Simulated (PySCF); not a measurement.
CH3Si, SMILES C=[SiH] (connectivity only; charge and spin as stated), charge +1, multiplicity 1.

Geometry optimised at r2SCAN-D4/def2-TZVP. A frequency run showed that this geometry is not a minimum. The multiplicity is an assumed one; other spin states were not compared. The isomer is the one that the SMILES or the coordinates give; other isomers of the formula were not compared.

Method: B3LYP/def2-TZVPD (PySCF).

Symmetry labels are those of the subgroup C2v that the program uses (full group C2v).

Problem. List the valence orbital energies around the gap with their symmetry. (Estimate from the structure and the level; the computed values follow.)

Solution. 
```tsv
orbital	symmetry	energy (eV)
HOMO−7	B2	-107.82
HOMO−6	B1	-107.59
HOMO−5	A1	-107.46
HOMO−4	A1	-25.42
HOMO−3	A1	-20.78
HOMO−2	B2	-18.17
HOMO−1	A1	-17.47
HOMO	B1	-13.35
LUMO	B2	-9.70
LUMO+1	A1	-8.29
LUMO+2	B1	-8.01
LUMO+3	A1	-4.21
```
